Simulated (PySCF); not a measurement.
# How the method moves the HOMO and LUMO of `[SiH3]O[SiH2][SiH2]P`

Compound: H₉OPSi₃.
Z-matrix (Å and degrees, PBE0-D3(BJ)/def2-SVP geometry), rows numbered from 1:
```
Si
O   1  1.6578
Si  2  1.6613  1  146.56
Si  3  2.3421  2  108.52  1  -175.73
P   4  2.2739  3  107.97  2  -176.43
H   1  1.4943  2  110.29  3   -62.35
H   1  1.4946  2  110.28  3    58.00
H   1  1.4896  2  108.30  3   177.83
H   3  1.4986  2  110.16  1   -55.01
H   3  1.4970  2  110.32  1    63.80
H   4  1.4971  3  110.57  2    59.00
H   4  1.4962  3  109.41  2   -60.32
H   5  1.4297  4   93.80  3   -74.22
H   5  1.4290  4   94.08  3  -168.08
```

Basis pcSseg-1 throughout (PySCF), one geometry. One conformer (not necessarily the lowest) at the PBE0-D3(BJ)/def2-SVP geometry, without solvent, vibrations or thermal averaging.

Question: How do the orbital energies, the gap and the dipole change with the method?

Answer: 
```tsv
method	kind	HOMO (eV)	LUMO (eV)	gap (eV)	μ (D)	SCF cycles
BLYP	GGA	-6.36	-1.31	5.04	0.72	14
B97-D	GGA	-6.49	-1.33	5.17	0.78	14
PBE	GGA	-6.54	-1.52	5.03	0.81	15
OPBE	GGA	-6.55	-1.32	5.23	0.89	14
KT3	GGA	-6.60	-1.50	5.10	0.75	15
KT2	GGA	-6.60	-1.68	4.93	0.78	15
LDA	LDA	-6.62	-1.76	4.85	0.87	14
BP86	GGA	-6.65	-1.58	5.07	0.82	14
B3LYP	global hybrid	-7.41	-0.83	6.58	0.78	13
B97-2	global hybrid	-7.42	-0.65	6.77	0.85	12
PBE0	global hybrid	-7.66	-0.69	6.97	0.87	12
mPW1PW91	global hybrid	-7.68	-0.65	7.02	0.87	12
BHandHLYP	global hybrid	-8.60	0.26	8.87	0.83	11
CAM-B3LYP	range-separated hybrid	-8.88	0.39	9.27	0.83	11
wB97X-D	range-separated hybrid	-9.48	1.05	10.52	0.93	12
HF	Hartree–Fock	-10.14	2.55	12.68	0.91	10
LC-wPBE	range-separated hybrid	-10.25	1.49	11.74	0.98	12
```

The HOMO spans 3.90 eV, from BLYP down to LC-wPBE, and the gap runs from 4.85 eV (LDA) to 12.68 eV (HF). Over the methods BLYP (0 %), B97-D (0 %), PBE (0 %), OPBE (0 %), KT3 (0 %), KT2 (0 %), LDA (0 %), BP86 (0 %), B3LYP (20 %), B97-2 (21 %), PBE0 (25 %), mPW1PW91 (25 %), BHandHLYP (50 %), HF (100 %), a straight line through the gap against the share of exact exchange rises by 0.76 eV for each 10 % (correlation coefficient 0.999). The dipole ranges from 0.72 D (BLYP) to 0.98 D (LC-wPBE). This basis has no diffuse functions.
